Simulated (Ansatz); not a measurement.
`O[SiH](I)[SiH2]F` + `CB(O)O` → `OB(O)[SiH2]F` + `C[SiH](O)I`  (redistribution)

Program: Ansatz. Geometries: PBE0-D4/def2-TZVP. ΔE: electronic, gas phase. CCSD(T)/CBS adds triple-zeta CCSD(T) − MP2 to the extrapolated MP2 energy (def2 sets, frozen cores). This one scheme is used for every species. Functionals use def2-TZVPP. B3LYP here is the variant with VWN-RPA as its local correlation; programs differ in this. def2 core potentials past Kr. For I outer-core shells are correlated without core-valence functions, which leaves a few kJ/mol of doubt a bond. One conformer a species, not always the lowest.

`O[SiH](I)[SiH2]F`:

Cartesian coordinates in Å:
```
O 1.929 -0.187 0.125
Si 0.442 -0.649 -0.395
I 0.176 -0.273 -2.804
Si -1.077 0.739 0.729
F -2.558 0.348 0.253
H 2.702 -0.587 -0.279
H 0.220 -2.106 -0.208
H -0.825 2.158 0.378
H -1.009 0.558 2.202
```

`CB(O)O`:

Cartesian coordinates in Å:
```
C -0.167 -0.847 0.893
B 0.067 0.217 -0.231
O 0.217 1.529 0.132
O 0.091 -0.204 -1.535
H 0.303 -0.556 1.834
H -1.241 -0.939 1.088
H 0.190 -1.836 0.601
H 0.331 2.150 -0.591
H 0.211 0.486 -2.191
```

`OB(O)[SiH2]F`:

```xyz
9

O    -0.630    1.116    1.292
B    -0.567    0.030    0.466
O    -1.547   -0.901    0.554
Si    0.903   -0.238   -0.917
F     1.351   -1.778   -0.997
H     0.109    1.723    1.214
H    -2.201   -0.690    1.231
H     0.469    0.177   -2.278
H     2.113    0.560   -0.565
```

`C[SiH](O)I`:

```xyz
9

C    -0.470   -0.387   -1.051
Si    0.500   -0.086    0.500
O    -0.440    0.181    1.815
I     1.952    1.861    0.112
H     0.203   -0.604   -1.883
H    -1.139   -1.240   -0.910
H    -1.069    0.487   -1.318
H     1.369   -1.228    0.856
H    -0.907    1.016    1.879
```

Task: Is it downhill or uphill in electronic energy at CCSD(T)/CBS, and by how much? (An estimate is asked.)

Result: Ansatz gave: Nearly level: ΔE = +0.7 kcal/mol.

Task: What do these levels give: PBE-D4, PBE0-D4, B3LYP-D4, ωB97X-V, PBE, PBE0, HF/def2-TZVPP, CCSD/def2-TZVPP, CCSD(T)/def2-TZVPP, HF/def2-QZVPP, SCS-MP2/def2-QZVPP, MP2/CBS(def2)? (Estimate.)

Result: Computed: PBE-D4 1.4, PBE0-D4 1.4, B3LYP-D4 1.2, ωB97X-V 0.4, PBE 1.2, PBE0 1.2, HF/def2-TZVPP 1.0, CCSD/def2-TZVPP 0.4, CCSD(T)/def2-TZVPP 0.3, HF/def2-QZVPP 0.9, SCS-MP2/def2-QZVPP 0.0, MP2/CBS(def2) 0.2 kcal/mol.

Largest T1 diagnostic among the species: 0.013.
